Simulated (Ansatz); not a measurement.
B₆As₅H₁₈, a cluster cut from wurtzite BAs (hydrogen-capped), relaxed as a doublet with UKS PBE-D4/def2-SVP in Ansatz, starting from the PBE-D4/def2-SVP geometry of the charge -1 singlet. Force threshold 0.03 eV/Å.

Start:

```xyz
29

B    -0.667   -1.003    2.261
As   -1.678   -0.892    0.456
As   -0.648    2.244    1.039
B    -1.785    1.085   -0.233
B    -0.942   -2.157   -1.010
As   -0.913    1.136   -2.102
As    1.248   -0.344    1.794
B     1.287    1.719    1.510
B     2.193   -1.464    0.332
As    0.983   -1.452   -1.348
B     0.956    0.333   -2.422
H    -1.189   -0.248    3.082
H    -0.636   -2.182    2.599
H    -3.149   -1.242    0.703
H    -1.509    2.426    2.283
H    -0.722    3.691    0.534
H    -2.923    1.526   -0.293
H    -0.899   -3.289   -0.539
H    -1.620   -2.054   -2.034
H    -1.958    0.544   -3.041
H    -0.989    2.582   -2.607
H     2.066   -0.554    3.069
H     1.581    2.323    2.537
H     1.961    2.024    0.534
H     2.239   -2.625    0.737
H     3.285   -0.968    0.065
H     1.613   -2.454   -2.317
H     1.749    1.145   -1.960
H     1.065    0.149   -3.630
```

(1) Estimate the energy that the relaxation releases and the steps that it takes.

(2) Does the start keep its bonding?

(3) Predict the relaxed structure.

Answers

(1) 0.37 eV, in 8 steps; 70 s on 2 threads of AMD EPYC 7R13 on a shared host and a share (18 GiB) of an NVIDIA H100 80GB HBM3. No frequencies were taken in this run, so the end may be a saddle point.

(2) By distances, no bond broke or formed. The bond that changes most is B9–As10, from 2.07 to 2.03 Å (atoms count from 1).

(3) 
```
atom   x (Å)   y (Å)   z (Å)
  B1  -0.656  -1.088   2.188
 As2  -1.672  -0.880   0.424
 As3  -0.656   2.263   1.031
  B4  -1.769   1.092  -0.244
  B5  -0.973  -2.177  -1.031
 As6  -0.924   1.151  -2.127
 As7   1.268  -0.287   1.841
  B8   1.275   1.742   1.513
  B9   2.068  -1.517   0.327
As10   0.968  -1.442  -1.378
 B11   0.948   0.347  -2.422
 H12  -0.942  -0.229   3.034
 H13  -0.599  -2.245   2.559
 H14  -3.112  -1.284   0.721
 H15  -1.497   2.432   2.288
 H16  -0.678   3.701   0.527
 H17  -2.913   1.511  -0.288
 H18  -0.900  -3.301  -0.561
 H19  -1.612  -2.057  -2.069
 H20  -1.967   0.554  -3.057
 H21  -0.971   2.597  -2.609
 H22   2.099  -0.583   3.083
 H23   1.612   2.342   2.521
 H24   1.945   1.974   0.517
 H25   2.242  -2.638   0.765
 H26   3.037  -0.737   0.273
 H27   1.562  -2.521  -2.275
 H28   1.738   1.140  -1.933
 H29   1.081   0.137  -3.619
```
Bond lengths: 13 × As–B 2.03 to 2.11 Å; 11 × B–H 1.22 to 1.25 Å; 7 × As–H 1.52 to 1.53 Å.
